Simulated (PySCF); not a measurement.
# Ta: excitation energy

Ta [Xe] 4f14 5d3 6s2 (4F) → Ta [Xe] 4f14 5d3 6s1 7s1 (6F), as a difference of total energies. Calculation: PySCF 2.14, in aug-cc-pwCVDZ-PP with ECP60MDF; scalar relativity through the core potential. Correlated levels: valence: 5s2 5p6 frozen. The calculations carry no spin-orbit coupling.

```tsv
method	excitation energy (cm⁻¹)
UHF	28242
MP2 (valence)	36432
SCS-MP2 (valence)	38778
CCSD (valence)	37948
CCSD(T) (valence)	38718
```

The promoted electron is Rydberg-like, and one or two diffuse shells describe it only roughly, which tends to raise the upper state.
